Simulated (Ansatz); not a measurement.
Ansatz results at the PBE0-D4/def2-TZVP geometry: HOMO energy (ωB97M-V/def2-TZVPP) -10.31 eV; ideal-gas entropy at 298 K and 1 bar (rigid rotor, harmonic PBE0-D4/def2-TZVP) 375 J/(mol·K); LUMO energy (PBE0/def2-TZVPP) 0.49 eV.

Each molecule was computed in one conformer, which needn't be the lowest.

Question: Which molecule gave them?
A. `C=C[SiH](Br)C=C`
B. `N[SiH](O)F`
C. `C[Si](N)(Cl)Br`
D. `O[SiH](O)[SiH3]`

Answer: C. The others give `C=C[SiH](Br)C=C`: -10.25, 387, -0.99; `O[SiH](O)[SiH3]`: -9.99, 346, -0.14; `N[SiH](O)F`: -10.35, 308, 0.78.
